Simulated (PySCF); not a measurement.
## Choosing a basis for TDDFT

Compound: C2H8OSi2.
SMILES: `C1C[SiH2]O[SiH2]1`

TDDFT with PBE0 (PySCF), vertical singlets, core orbitals frozen in the response, spherical d and f functions. Isolated species at its PBE0-D3(BJ)/def2-SVP geometry (one conformer only).

Problem. Compare 6-31G*, 6-31+G*, def2-SVP, def2-SVPD, aug-cc-pVDZ, def2-TZVP and def2-TZVPD for this molecule.

Solution. 

| basis | functions | diffuse | S1 (eV) | S2 (eV) | S3 (eV) | S4 (eV) | S5 (eV) | LUMO (eV) | α (au) |
| --- | --- | --- | --- | --- | --- | --- | --- | --- | --- |
| 6-31G* | 94 | no | 7.19 | 7.58 | 7.70 | 7.97 | 8.31 | 0.60 | 62.3 |
| 6-31+G* | 114 | yes | 6.87 | 7.15 | 7.23 | 7.35 | 7.52 | 0.01 | 70.1 |
| def2-SVP | 118 | no | 7.36 | 7.75 | 7.90 | 8.14 | 8.20 | 0.68 | 66.5 |
| def2-SVPD | 175 | yes | 6.99 | 7.31 | 7.46 | 7.51 | 7.73 | 0.16 | 75.5 |
| aug-cc-pVDZ | 195 | yes | 6.78 | 6.99 | 7.14 | 7.29 | 7.34 | -0.17 | 77.1 |
| def2-TZVP | 215 | no | 7.00 | 7.31 | 7.50 | 7.67 | 7.75 | 0.22 | 73.0 |
| def2-TZVPD | 272 | yes | 6.84 | 7.13 | 7.21 | 7.32 | 7.51 | -0.03 | 76.4 |

States are compared by their number. Against the largest diffuse basis here (def2-TZVPD, itself not a converged limit), sets without diffuse functions differ by up to 0.52 eV in S1 and 0.80 eV in S5; the smaller diffuse sets differ by up to 0.15 and 0.21 eV. State by state, the largest deviation of a set without diffuse functions is S1 0.52, S2 0.62, S3 0.69, S4 0.82, S5 0.80 eV. The same number needn't mean the same state in each row. Against def2-TZVPD the polarisability deviates by -19% in 6-31G*, -8% in 6-31+G*, -13% in def2-SVP, -1% in def2-SVPD, +1% in aug-cc-pVDZ, -4% in def2-TZVP. A single + in a Pople set puts diffuse functions on heavy atoms only.
